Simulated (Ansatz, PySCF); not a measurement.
System: C2HF2, charge 0, multiplicity 2. It need not be the lowest isomer of its formula. 
Geometry from a B3LYP-D3(BJ)/def2-TZVP (Ansatz, a first-principles code) optimisation:
```
C
C 1 1.3133
F 2 1.3072 1 128.64
F 1 1.3426 2 121.36 3 -180.00
H 1 1.0846 2 124.05 3 0.00
```
Charge 0, spin multiplicity 2.

Total electronic energies in hartree. Valence correlation only, unless marked. Open shells are spin-unrestricted. Spin-orbit coupling is left out. No relativistic terms. CBS(X,Y): correlation extrapolated as X^-3; Hartree-Fock from the larger set. The bracket is a focal-point correction in the basis named.

The UHF reference is spin-contaminated (<S^2> 0.21 over the pure value in the largest basis). 

```json
[
 {"level": "HF/cc-pwCVTZ", "program": "Ansatz", "energy (Eh)": "-275.18280"},
 {"level": "HF/cc-pVQZ", "program": "Ansatz", "energy (Eh)": "-275.20353"},
 {"level": "RI-HF/cc-pVTZ", "program": "Ansatz", "energy (Eh)": "-275.18162"},
 {"level": "SVWN5/def2-TZVPD", "program": "Ansatz", "energy (Eh)": "-274.51987"},
 {"level": "PBE-D3(BJ)/def2-TZVPD", "program": "Ansatz + dftd3", "energy (Eh)": "-276.20539"},
 {"level": "BLYP-D4/def2-TZVPD", "program": "Ansatz + dftd4", "energy (Eh)": "-276.45522"},
 {"level": "revPBE/def2-TZVPD", "program": "Ansatz", "energy (Eh)": "-276.40174"},
 {"level": "BP86-D3(BJ)/def2-TZVPD", "program": "PySCF + dftd3", "energy (Eh)": "?"},
 {"level": "PBE0/6-31G*", "program": "Ansatz", "energy (Eh)": "-276.07319"},
 {"level": "PBE0/def2-TZVPD", "program": "Ansatz", "energy (Eh)": "-276.20114"},
 {"level": "r2SCANh-D4/def2-TZVPD", "program": "Ansatz + dftd4", "energy (Eh)": "-276.34345"},
 {"level": "r2SCAN0-D4/def2-TZVPD", "program": "Ansatz + dftd4", "energy (Eh)": "-276.32044"},
 {"level": "PW6B95-D3(BJ)/def2-TZVPD", "program": "PySCF + dftd3", "energy (Eh)": "-276.78947"},
 {"level": "MN15/def2-TZVPD", "program": "PySCF", "energy (Eh)": "-276.23116"},
 {"level": "HSE06-D3(BJ)/def2-TZVPD", "program": "Ansatz + dftd3", "energy (Eh)": "?"},
 {"level": "CAM-B3LYP-D4/def2-TZVPD", "program": "Ansatz + dftd4", "energy (Eh)": "-276.39993"},
 {"level": "wB97M-V/def2-TZVPD", "program": "Ansatz", "energy (Eh)": "-276.40469"},
 {"level": "B2GP-PLYP-D3(BJ)/def2-TZVPD", "program": "Ansatz + dftd3", "energy (Eh)": "-276.26118"},
 {"level": "MP2/STO-3G", "program": "Ansatz", "energy (Eh)": "-271.46053"},
 {"level": "MP2/6-31G", "program": "Ansatz", "energy (Eh)": "-275.36447"},
 {"level": "MP2/cc-pVDZ", "program": "Ansatz", "energy (Eh)": "-275.67619"},
 {"level": "CCSD(T)/6-31G*", "program": "Ansatz", "energy (Eh)": "-275.66901"},
 {"level": "RI-MP2/CBS(cc-pVTZ,cc-pVQZ)+[CCSD(T)-MP2]/cc-pVTZ", "program": "Ansatz", "energy (Eh)": "-276.1332"}
]
```

Question: What belongs in the gaps?

Answer: 
- BP86-D3(BJ)/def2-TZVPD, energy (Eh): -276.48619
- HSE06-D3(BJ)/def2-TZVPD, energy (Eh): -276.19037
